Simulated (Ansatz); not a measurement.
Start from `C[B]([AlH2])NP` and change one atom or group to get `C[B](F)[AlH2]`.

Ansatz, PBE0-D4/def2-TZVP geometries, multiplicity 1. Each molecule was computed in one conformer, which needn't be the lowest.

```
                                        property  `C[B]([AlH2])NP`
           LUMO energy (ωB97M-V/def2-TZVPP) / eV             -0.27
              LUMO energy (PBE0/def2-TZVPP) / eV             -1.99
            HOMO–LUMO gap (PBE0/def2-TZVPP) / eV              4.80
             LUMO energy (B3LYP/def2-TZVPP) / eV             -2.16
         HOMO–LUMO gap (ωB97M-V/def2-TZVPP) / eV              8.57
size of the dipole moment (B3LYP/def2-TZVPP) / D              1.19
```

Give the same properties after the change, and the shifts. (Estimate.)

Computed: 
```csv
property,`C[B](F)[AlH2]`,shift
LUMO energy (ωB97M-V/def2-TZVPP) / eV,-0.12,0.15
LUMO energy (PBE0/def2-TZVPP) / eV,-1.71,0.28
HOMO–LUMO gap (PBE0/def2-TZVPP) / eV,5.40,0.60
LUMO energy (B3LYP/def2-TZVPP) / eV,-1.92,0.24
HOMO–LUMO gap (ωB97M-V/def2-TZVPP) / eV,9.12,0.55
size of the dipole moment (B3LYP/def2-TZVPP) / D,1.25,0.06
```

With PBE0 the HOMO falls by 0.33 eV and the LUMO rises by 0.28 eV, so the gap widens by about 0.61 eV. PBE moves the HOMO by -0.21 eV and ωB97M-V by -0.38 eV. Dipoles are sizes alone; their direction can turn.

B3LYP here is the variant with VWN-RPA as its local correlation; programs differ in this.
